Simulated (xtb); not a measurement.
C3H4N2, charge +1, doublet, geometry from GFN2-xTB of the parent state (a state made from the parent by changing its charge; the spin is typed, not shown lowest); GFN1-xTB (xtb).

xtb was given this input:
```
$ xtb mol.xyz --gfn 1 --chrg 1 --uhf 1 --json

# file mol.xyz
9

C     -0.87926852    -0.76339748     0.04858548
C     -0.96202246     0.56432664    -0.25421761
N      0.31805837     1.03809943    -0.18491635
C      1.10334047    -0.01349464     0.15238088
N      0.41157672    -1.10582153     0.29859860
H     -1.66205207    -1.49245763     0.10269600
H     -1.79241603     1.19152933    -0.50441862
H      0.61008633     1.98662468    -0.35368542
H      2.16463922     0.06375122     0.27913983
```

Task: Write the output that xtb gives for this input, abridged.

Result: 
```
   ID    Z sym.   atoms
    1    6 C      1, 2, 4
    2    7 N      3, 5
    3    1 H      6-9

           -------------------------------------------------
          |                Calculation Setup                |
           -------------------------------------------------

           -------------------------------------------------
          |                 G F N 1 - x T B                 |
           -------------------------------------------------

          ...................................................
          :                      SETUP                      :
          :.................................................:
          :  # basis functions                  28          :
          :  # atomic orbitals                  28          :
          :  # shells                           18          :
          :  # electrons                        25          :
          :  # halogen bonds                     0          :
          :  max. iterations                   250          :
          :  Hamiltonian                  GFN1-xTB          :
          :  restarted?                      false          :
          :  GBSA solvation                  false          :
          :  PC potential                    false          :
          :  electronic temp.          300.0000000     K    :
          :  accuracy                    1.0000000          :
          :  -> integral cutoff          0.2500000E+02      :
          :  -> integral neglect         0.1000000E-07      :
          :  -> SCF convergence          0.1000000E-05 Eh   :
          :  -> wf. convergence          0.2000000E-04 e    :
          :  Broyden damping             0.4000000          :
          :  net charge                          1          :
          :  unpaired electrons                  1          :
          ...................................................

 iter      E             dE          RMSdq      gap      omega  full diag
   1    -14.4914649 -0.144915E+02  0.790E+00    5.24       0.0  T
   2    -14.4323765  0.590884E-01  0.603E+00    4.72       1.0  T
   3    -14.4442467 -0.118702E-01  0.390E+00    4.59       1.0  T
   4    -14.4912020 -0.469553E-01  0.212E+00    4.92       1.0  T
   5    -14.5166827 -0.254807E-01  0.103E+00    4.91       1.0  T
   6    -14.5124210  0.426170E-02  0.109E+00    4.99       1.0  T
   7    -14.5193863 -0.696527E-02  0.854E-01    4.94       1.0  T
   8    -14.5211486 -0.176238E-02  0.698E-01    4.95       1.0  T
   9    -14.5214583 -0.309644E-03  0.668E-01    4.95       1.0  T
  10    -14.5205383  0.919965E-03  0.679E-01    4.98       1.0  T
  11    -14.5230413 -0.250303E-02  0.494E-01    4.96       1.0  T
  12    -14.5252172 -0.217590E-02  0.126E-02    4.98       2.6  T
  13    -14.5252100  0.726532E-05  0.302E-02    4.98       1.1  T
  14    -14.5252131 -0.316571E-05  0.240E-02    4.98       1.4  T
  15    -14.5252168 -0.361101E-05  0.146E-02    4.98       2.3  T
  16    -14.5252187 -0.190121E-05  0.431E-03    4.98       7.7  T
  17    -14.5252188 -0.165305E-06  0.134E-03    4.98      24.8  T
  18    -14.5252188 -0.176043E-07  0.749E-05    4.98     445.2  T
  19    -14.5252188 -0.545306E-10  0.264E-06    4.98   12646.5  T

   *** convergence criteria satisfied after 19 iterations ***

         :::::::::::::::::::::::::::::::::::::::::::::::::::::
         ::                     SUMMARY                     ::
         :::::::::::::::::::::::::::::::::::::::::::::::::::::
         :: total energy             -14.319500049308 Eh    ::
         :: gradient norm              0.099486011979 Eh/a0 ::
         :: HOMO-LUMO gap              4.975421816584 eV    ::
         ::.................................................::
         :: SCC energy               -14.525218843809 Eh    ::
         :: -> electrostatic           0.146886820528 Eh    ::
         :: repulsion energy           0.208384130613 Eh    ::
         :: dispersion energy         -0.002665336112 Eh    ::
[...]
         1        2.0000           -1.0623328             -28.9075
         2        2.0000           -1.0063636             -27.3845
         3        2.0000           -0.9143849             -24.8817
         4        2.0000           -0.8812949             -23.9813
         5        2.0000           -0.8660049             -23.5652
         6        2.0000           -0.8462644             -23.0280
         7        2.0000           -0.8048912             -21.9022
         8        2.0000           -0.7794674             -21.2104
         9        2.0000           -0.7775100             -21.1571
        10        2.0000           -0.7499724             -20.4078
        11        2.0000           -0.7032729             -19.1370
        12        1.8859           -0.6846073             -18.6291
        13        1.1141           -0.6807135             -18.5232 (HOMO)
        14                         -0.4978701             -13.5477 (LUMO)
        15                         -0.4633696             -12.6089
        16                         -0.3438828              -9.3575
        17                         -0.3316991              -9.0260
        18                         -0.3163418              -8.6081
        19                         -0.3041573              -8.2765
        20                         -0.1247376              -3.3943
        21                         -0.0294273              -0.8008
        22                         -0.0151028              -0.4110
        23                          0.0547592               1.4901
        24                          0.0828321               2.2540
       ...                                ...                  ...
        28                          0.4267773              11.6132
      -------------------------------------------------------------
                  HL-Gap            0.1828434 Eh            4.9754 eV
             Fermi-level           -0.6359761 Eh          -17.3058 eV

  Mulliken/CM5 charges         n(s)   n(p)   n(d)
     1C     0.19652  0.22391   1.066  2.737  0.000
     2C     0.19091  0.21200   1.075  2.734  0.000
     3N    -0.20000 -0.55986   1.434  3.766  0.000
     4C     0.34199  0.44214   1.033  2.625  0.000
     5N    -0.22669 -0.41424   1.536  3.691  0.000
     6H     0.12656  0.19257   0.873  0.000  0.000
     7H     0.13172  0.19688   0.868  0.000  0.000
     8H     0.30837  0.50205   0.692  0.000  0.000
     9H     0.13062  0.20455   0.869  0.000  0.000

Wiberg/Mayer (AO) data.
largest (>0.10) Wiberg bond orders for each atom

 ---------------------------------------------------------------------------
     #   Z sym  total        # sym  WBO       # sym  WBO       # sym  WBO
 ---------------------------------------------------------------------------
     1   6 C    3.805 --     5 N    1.395     2 C    1.307     6 H    0.959
     2   6 C    3.723 --     3 N    1.325     1 C    1.307     7 H    0.959
     3   7 N    3.524 --     2 C    1.325     4 C    1.166     8 H    0.871
                             5 N    0.113
     4   6 C    3.749 --     5 N    1.427     3 N    1.166     9 H    0.955
     5   7 N    2.989 --     4 C    1.427     1 C    1.395     3 N    0.113
     6   1 H    0.986 --     1 C    0.959
     7   1 H    0.977 --     2 C    0.959
     8   1 H    0.904 --     3 N    0.871
     9   1 H    0.985 --     4 C    0.955
 ---------------------------------------------------------------------------

Topologies differ in total number of bonds
Writing topology from bond orders to xtbtopo.mol

 dipole moment from electron density (au)
     X       Y       Z
  -0.2220   1.6402  -0.3903  total (Debye):    4.322

           -------------------------------------------------
          | TOTAL ENERGY              -14.319500049308 Eh   |
          | GRADIENT NORM               0.099486011979 Eh/α |
          | HOMO-LUMO GAP               4.975421816584 eV   |
           -------------------------------------------------

normal termination of xtb
```
